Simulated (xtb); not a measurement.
Sn(H)(Cl)2(OH) (Cl₂H₂OSn), SMILES [OH][SnH]([Cl])[Cl]. All values are semi-empirical tight-binding results from xtb (GFN2-xTB unless named), good for trends rather than for accurate numbers. The structure is a stationary point at GFN2-xTB. Other conformers were not sampled.

Optimised geometry:

Bonded distances (Å): Sn1–O2 1.955, Sn1–Cl3 2.296, Sn1–Cl4 2.269, Sn1–H5 1.706, O2–H6 0.957. Bond angles (°): O2–Sn1–Cl3 105.2, O2–Sn1–Cl4 104.2, O2–Sn1–H5 108.8, Cl3–Sn1–Cl4 108.7, Cl3–Sn1–H5 114.8, Cl4–Sn1–H5 114.3, Sn1–O2–H6 116.4.
Charge 0, spin multiplicity 1.

For metal compounds this method's bond lengths and energies can be far off.

Problem. Estimate the properties. (An estimate is asked for; the answer gives what the named calculation found.)

Solution. 
The orbital gap comes out as 3.86 eV, the zero-point energy comes out as 11.9 kcal/mol and the G − E(el) at 298.15 K (modified RRHO) comes out as -9.1 kcal/mol.

Problem. Give the atomic charges and the Wiberg bond orders between heavy atoms. (An estimate is asked for; the answer gives what the named calculation found.)

Solution. charges (e) Sn1 0.41, O2 -0.49, Cl3 -0.17, Cl4 -0.12, H5 0.06, H6 0.31. Bond orders Sn1–O2 0.88, Sn1–Cl3 0.89, Sn1–Cl4 0.93.
